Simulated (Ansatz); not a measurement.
`C[O][W](=[NH])(=[NH])[Cl]` and `[NH]=[W](=[NH])([Cl])[Cl]` differ in one atom or group.

Ansatz, PBE0-D4/def2-TZVP geometries, multiplicity 1. Each molecule was computed in one conformer, which needn't be the lowest.

Elements past krypton have def2 core potentials.

```csv
property,`C[O][W](=[NH])(=[NH])[Cl]`
size of the dipole moment (ωB97M-V/def2-TZVPP) / D,3.01
HOMO energy (PBE0/def2-TZVPP) / eV,-7.70
HOMO energy (PBE/def2-TZVPP) / eV,-6.34
HOMO energy (B3LYP/def2-TZVPP) / eV,-7.45
LUMO energy (PBE0/def2-TZVPP) / eV,-1.33
size of the dipole moment (B3LYP/def2-TZVPP) / D,3.00
```

What does the change do to each property? (Estimate.)

Computed: 
```tsv
property	`[NH]=[W](=[NH])([Cl])[Cl]`	shift
size of the dipole moment (ωB97M-V/def2-TZVPP) / D	2.64	-0.37
HOMO energy (PBE0/def2-TZVPP) / eV	-8.23	-0.53
HOMO energy (PBE/def2-TZVPP) / eV	-6.89	-0.55
HOMO energy (B3LYP/def2-TZVPP) / eV	-7.98	-0.53
LUMO energy (PBE0/def2-TZVPP) / eV	-2.36	-1.03
size of the dipole moment (B3LYP/def2-TZVPP) / D	2.56	-0.44
```

With PBE0 the HOMO falls by 0.53 eV and the LUMO falls by 1.03 eV, so the gap narrows by about 0.50 eV. PBE moves the HOMO by -0.55 eV and ωB97M-V by -0.50 eV. Dipoles are sizes alone; their direction can turn.

B3LYP here is the variant with VWN-RPA as its local correlation; programs differ in this.
